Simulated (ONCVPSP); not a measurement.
## Before and after: ONCV potential for Ti (Z = 22)

ONCVPSP 4.0.1 input, shortened (lines: element, Z, core and valence counts, functional; n l f; lmax; l rc ep ncon nbas qcut; lloc lpopt rc5 dvloc0; l nproj debl; icmod fcfact rcfact), revPBE, scalar-relativistic:

```
  Ti 22.00    4    3  -102130      upf
    1    0    2.00
    2    0    2.00
    2    1    6.00
    3    0    2.00
    3    1    6.00
    3    2    2.00
    4    0    1.75
    2
    0    2.90    0.00    4    8    2.90
    1    1.65    0.00    3    6    9.80
    2    2.55    0.00    3    7    6.10
    4    5    1.10    1.00
    0    2    2.50
    1    2    2.20
    2    2    1.50
    3    3.50    1.55
```

Change: s: qcut 1.7.

Cutoffs: the cutoffs (Ha) at which the residual kinetic energy of the hardest occupied pseudo-wave falls to 1 and 0.1 mHa per electron; they do not see the model core or the augmentation charge, which bear on the density cutoff. Errors are all-electron minus pseudo energies relative to the spin-unpolarised reference configuration.

Problem. How do hardness, ghosts and transferability respond?

Solution. The potential gets neither clearly harder nor softer (20 Ha and 25 Ha → 20 Ha and 25 Ha); both files keep a bound ghost (s); of the 4 tests that both files solve, the error grows in 3 and shrinks in 0 by more than 15 % and 0.3 meV (median size 1.0 → 4.3 meV).

```csv
quantity,base,changed
"cutoff, loose",20 Ha,20 Ha
"cutoff, tight",25 Ha,25 Ha
loose cutoff by channel,"s 2.7 Ha, p 20 Ha, d 14 Ha","s 6.5 Ha, p 20 Ha, d 14 Ha"
bound ghosts,s,s
GHOST(+) flags under 300 eV,none,none
"error for 3p6 3d2 4s2, meV [ΔE -1.28 eV]",+0.1,+0.1
"error for 3p6 3d2 4s1, meV [ΔE 6.00 eV]",-1.0,-1.4
"error for 3p6 3d2 4s0, meV [ΔE 19.43 eV]",-1.0,-7.3
"error for 3p6 3d2.5 4s1.5, meV [ΔE -0.92 eV]",+25,+32
s: phases at 2.95 bohr within 0.05 rad from the reference energy up to (Ha; the scan ends near 5),n/a,n/a
p: phases at 1.68 bohr within 0.05 rad from the reference energy up to (Ha; the scan ends near 5),to the end of the scan,to the end of the scan
d: phases at 2.58 bohr within 0.05 rad from the reference energy up to (Ha; the scan ends near 5),3.3,3.3
"rms error of d²Exc/dni dnj with the model core, mHa",3.01,3.00
```

 A true bound ghost makes a file unfit for plane-wave use even where its test errors are small: the radial tests pick states by their node count and pass the ghost by.
